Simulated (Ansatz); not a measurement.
Geometry optimisation, RKS B3LYP-D4/def2-SVP (Ansatz 0.2.0).

The input (input.yaml):

```yaml
crystal:
  periodic: [false, false, false]
  atoms:
    - { symbol: Sn, position_ang: [-0.176516, -0.269659, 0.032168] }
    - { symbol: H, position_ang: [0.126528, -0.15864, 1.733949] }
    - { symbol: Cl, position_ang: [1.85599, -0.149797, -1.169095] }
    - { symbol: O, position_ang: [-1.267843, 1.337243, -0.368059] }
    - { symbol: H, position_ang: [-1.382103, 1.490316, -1.319557] }
    - { symbol: H, position_ang: [-0.960674, -1.701479, -0.498984] }
    - { symbol: Br, position_ang: [1.660451, 2.638894, 1.637244] }
    - { symbol: H, position_ang: [0.867466, 1.489521, 2.188935] }
basis:
  gaussian: { orbitals: def2-SVP }
hamiltonian:
  xc: b3lyp
  dispersion: d4
relax:
  f_tol: 0.03
  max_steps: 50
```

Launched with:

```bash
$ ansatz run input.yaml --threads 4 --pin off --max-ram 5120MiB --backend cpu --events-out ev --progress --plain --runs-dir out
```

Question: Where does it end, and by what steps?

Answer: The run converged. The force dipped under the threshold on the way, but the program's further checks kept it going. After 23 steps the energy has fallen by 0.473 eV; H8 moved furthest, 1.39 Å.

```
step  energy less start (eV)  largest force component (eV/Å)  accepted
   0                  0.0000                           1.212       yes
   1                 -0.1053                           0.253       yes
   2                 -0.1158                           0.190       yes
   3                 -0.1170                           0.286       yes
   4                 -0.1219                           0.260       yes
   5                 -0.1376                           0.176       yes
   6                 -0.1616                           0.136       yes
   7                 -0.1758                           0.762       yes
   8                 -0.2169                           0.608       yes
   9                 -0.2708                           0.387       yes
  10                 -0.3263                           0.540       yes
  11                 -0.3869                           0.558       yes
  12                 -0.4298                           0.420       yes
  13                 -0.4399                           0.333       yes
  14                 -0.4601                           0.169       yes
  15                 -0.4658                           0.114       yes
  16                 -0.4676                           0.072       yes
  17                 -0.4686                           0.020       yes
  18                 -0.4698                           0.103       yes
  19                 -0.4707                           0.136       yes
  20                 -0.4711                           0.135       yes
  21                 -0.4719                           0.107       yes
  22                 -0.4723                           0.033       yes
  23                 -0.4728                           0.019       yes
```

```xyz
8
Properties=species:S:1:pos:R:3
Sn -0.071 -0.547 0.029
H 0.543 -0.836 1.588
Cl 1.666 -0.571 -1.570
O -0.719 1.358 0.103
H -0.799 1.785 -0.763
H -1.342 -1.517 -0.579
Br 1.208 2.744 2.209
H 0.238 2.261 1.220
```

Whether the end is a true minimum wasn't checked by a vibrational analysis.

The run took 48 s on 4 threads of Arm Neoverse V2, on a shared host, peak memory 0.3 GiB.
